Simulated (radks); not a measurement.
Values are calculated unless marked as measured or tabulated.
Problem. Coherent X-ray form factor from a spherical all-electron density. Code: a radial shooting solver on a logarithmic mesh with Libxc functionals. Model: Dirac Kohn-Sham, PBE, spin-unpolarised, spherical densities, point nucleus.

| sin(theta)/lambda (1/angstrom) | f0 (electrons) |
|---|---|
| 0.05 | 29.937 |
| 0.1 | 29.751 |
| 0.15 | 29.447 |
| 0.2 | 29.031 |
| 0.25 | 28.514 |
| 0.3 | 27.907 |
| 0.4 | 26.480 |
| 0.5 | 24.856 |
| 0.6 | 23.135 |
| 0.8 | 19.698 |
| 1 | 16.548 |
| 1.25 | 13.206 |
| 1.5 | 10.574 |
| 2 | 7.269 |

The species is in the configuration that NIST lists as its ground one. Which atom or ion scatters so?

Solution. The tin ion Sn20+, [Ar] 3d10 4s2. Extrapolating in s^2 from the first two rows gives f0(0) = 30.0, near the electron count 30; among species with that count, the fall with angle is slower the higher Z, and the table is that of Z = 50; from so few rows the species is fixed only to a neighbour or two.
